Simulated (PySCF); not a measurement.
Two-component Hartree-Fock for Ne(4+) (neon, charge +4)

Start: [He] 2s2 2p2; 2p1/2 filled at m_j = -1/2, +1/2. Calculated with PySCF 2.14 in x2c-TZVPall-2c: generalised Hartree-Fock with the X2C-1e Hamiltonian and a Gaussian nucleus; one run each with spin-orbit coupling (SO) switched off, then screened by Boettger's factors.

| spinor shell | electrons | ε, spin-free (eV) | ε, screened SO (eV) | weight of nominal j (screened SO) | rms radius, screened SO (bohr) |
| --- | --- | --- | --- | --- | --- |
| 1s1/2 | 2 | -1014.3 | -1014.3 | 1.000 | 0.182 |
| 2s1/2 | 2 | -143.80 | -143.79 | 1.000 | 0.833 |
| 2p1/2 | 2 | -127.20 | -127.22 | 0.511 | 0.776 |

| quantity | spin-free | screened SO |
| --- | --- | --- |
| E (hartree) | -120.67924 | -120.68130 |
| M_J | 0 | 0 |
| ⟨J²⟩ | 2.003 | 1.957 |
| ⟨L²⟩ | 2.001 | 2.001 |
| ⟨S²⟩ | 2.001 | 2.001 |

The determinant has a definite M_J but mixes levels of different J.

Each row is a mean over spinors that exchange with the open shell spreads, by up to 13.752 eV (2s1/2).

Rows whose weight is well below 1 are mixtures of j = l ± 1/2: exchange outweighs spin-orbit coupling there, and the label is only the starting occupation.

Without spin-orbit coupling the j labels of p, d and f shells carry no meaning; the spin-free column gives the mean over the occupied spinors of each nl shell.
